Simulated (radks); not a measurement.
The numbers below are computed, except where a source is named.
Task: Neutral palladium, [Kr] 4d10. Level of theory: non-relativistic Kohn-Sham, PBE, spin-polarised, spherical densities, point nucleus (a radial shooting solver on a logarithmic mesh with Libxc functionals). Every spin shell is full or empty, so the densities are truly spherical. Functionals are evaluated on that one density, not self-consistently. Rank these exchange functionals by their error against the exact value of the orbitals, and give that value: LDA, B88, PBE, PBEsol, RPBE, AM05, SOGGA, EV93, APBE, MS2, Tao-Mo, TASK, MVS.

Result: Exact: -138.957 hartree. From best to worst, with 100 (|E| - |E exact|)/|E exact| (equal figures are ties): B88 +0.09, MVS +0.11, RPBE -0.16, EV93 -0.18, PBE -0.36, APBE +0.40, MS2 -0.50, Tao-Mo -0.73, PBEsol -2.27, TASK -2.27, SOGGA -2.28, AM05 -4.60, LDA -4.95.
